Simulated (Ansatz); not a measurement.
Stepwise reaction of `ClB(Br)Br` with hydrogen chloride, as a gas-phase model of exchange steps in deposition or etching. ΔE in kJ/mol; ΔG adds harmonic PBE0-D4 terms to CCSD(T)/CBS, at 1 bar.

Calculated with Ansatz (gas phase, PBE0-D4/def2-TZVP geometries, no zero-point term in ΔE). CCSD(T)/CBS adds triple-zeta CCSD(T) − MP2 to the extrapolated MP2 energy (def2 sets, frozen cores). This one scheme is used for every species. Functionals use def2-TZVPP. B3LYP here is the variant with VWN-RPA as its local correlation; programs differ in this. For Br outer-core shells are correlated without core-valence functions, which leaves a few kJ/mol of doubt a bond. Scalar relativity is left out up to krypton.

```
step                               reaction  PBE-D4  B3LYP-D4  ωB97M-V  CCSD(T)/CBS  ΔG(400 K)
   1  `ClB(Br)Br` + HCl → `ClB(Cl)Br` + HBr   -10.4     -11.8    -12.3         -6.8       -7.9
   2  `ClB(Cl)Br` + HCl → `ClB(Cl)Cl` + HBr   -10.6     -11.9    -12.4         -7.1       -4.5
```

(1) By hand: ΔE of the 2 steps together at CCSD(T)/CBS.

Answers

(1) (-6.8) + (-7.1) = -13.9 kJ/mol, or -6.9 kJ/mol a step.

In ΔE the steps differ by no more than 0.3 kJ/mol. All are downhill at CCSD(T)/CBS. ΔG lies between -7.9 and -4.5 kJ/mol a step. PBE-D4 differs from CCSD(T)/CBS by -3.6 to -3.5 kJ/mol a step. Isolated molecules leave out the surface, adducts and barriers. Largest T1 diagnostic: 0.011.
